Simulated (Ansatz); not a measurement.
`CC(=N)CBr` and `CC(=N)[SiH3]` differ in one atom or group.

Ansatz, PBE0-D4/def2-TZVP geometries, multiplicity 1. Each molecule was computed in one conformer, which needn't be the lowest.

Scalar relativity is left out up to krypton.

```json
{"property": "HOMO–LUMO gap (ωB97M-V/def2-TZVPP) / eV", "`CC(=N)CBr`": "11.35"}
{"property": "LUMO energy (PBE0/def2-TZVPP) / eV", "`CC(=N)CBr`": "-0.92"}
{"property": "size of the dipole moment (ωB97M-V/def2-TZVPP) / D", "`CC(=N)CBr`": "2.49"}
{"property": "LUMO energy (B3LYP/def2-TZVPP) / eV", "`CC(=N)CBr`": "-1.16"}
{"property": "size of the dipole moment (PBE/def2-TZVPP) / D", "`CC(=N)CBr`": "2.41"}
{"property": "size of the dipole moment (B3LYP/def2-TZVPP) / D", "`CC(=N)CBr`": "2.48"}
```

Q: What does the change do to each property? (An estimate is asked.)

A: The calculation gave: 
```json
{"property": "HOMO–LUMO gap (ωB97M-V/def2-TZVPP) / eV", "`CC(=N)[SiH3]`": "11.01", "shift": "-0.34"}
{"property": "LUMO energy (PBE0/def2-TZVPP) / eV", "`CC(=N)[SiH3]`": "-0.70", "shift": "0.22"}
{"property": "size of the dipole moment (ωB97M-V/def2-TZVPP) / D", "`CC(=N)[SiH3]`": "1.64", "shift": "-0.85"}
{"property": "LUMO energy (B3LYP/def2-TZVPP) / eV", "`CC(=N)[SiH3]`": "-0.92", "shift": "0.24"}
{"property": "size of the dipole moment (PBE/def2-TZVPP) / D", "`CC(=N)[SiH3]`": "1.45", "shift": "-0.96"}
{"property": "size of the dipole moment (B3LYP/def2-TZVPP) / D", "`CC(=N)[SiH3]`": "1.60", "shift": "-0.88"}
```

With PBE0 the HOMO rises by 0.57 eV and the LUMO rises by 0.22 eV, so the gap narrows by about 0.35 eV. PBE moves the HOMO by 0.48 eV and ωB97M-V by 0.60 eV. Dipoles are sizes alone; their direction can turn.

B3LYP here is the variant with VWN-RPA as its local correlation; programs differ in this.

Spin–orbit coupling is left out; it splits and shifts lone-pair levels of the heavy atoms by tenths of an eV.
